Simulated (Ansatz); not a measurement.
The cluster TaSi₇, relaxed as a doublet with UKS PBE-D4/def2-SVP in Ansatz, starting from the GFN2-xTB geometry. Force threshold 0.03 eV/Å.

In the def2 sets Ta takes a core potential; there is no spin–orbit coupling. The charge 0 doublet is spin-contaminated (final ⟨S²⟩ up to 1.10, 0.75 for a pure state). Another isomer (doublet) lies 2.56 eV lower at PBE0-D4/def2-TZVP; other spin states weren't run for this one.

Start:

| atom | x (Å) | y (Å) | z (Å) |
| --- | --- | --- | --- |
| Ta1 | -0.343 | -3.231 | -2.833 |
| Si2 | 0.273 | 1.617 | 2.913 |
| Si3 | -0.177 | -1.311 | -1.107 |
| Si4 | -0.138 | -2.350 | 0.962 |
| Si5 | 0.343 | 3.146 | 1.159 |
| Si6 | -0.027 | -0.401 | 2.044 |
| Si7 | -0.096 | 0.581 | -2.441 |
| Si8 | 0.164 | 1.949 | -0.697 |

Question: Estimate the energy that the relaxation releases and the steps that it takes.

Answer: 330.9 kJ/mol, in 25 steps; 3.3 min on 4 threads of Arm Neoverse V1 on a shared host. No frequencies were taken in this run, so the end may be a saddle point.

Question: Does the start keep its bonding and symmetry?

Answer: Bonds formed: Ta1–Si7, Si2–Si8, Si3–Si6, Si6–Si8 (atoms count from 1).

Question: Predict the relaxed structure.

Answer: 
Cartesian coordinates in Å:
```
Ta 0.231 -1.799 -3.037
Si 1.223 1.511 1.740
Si -0.222 -2.005 -0.697
Si -0.582 -2.565 1.496
Si 0.124 3.428 1.069
Si -0.118 -0.348 1.269
Si 0.060 0.233 -1.830
Si -0.716 1.545 -0.010
```
Bond lengths: 10 × Si–Si 2.28 to 2.61 Å; 2 × Si–Ta 2.37 to 2.39 Å.
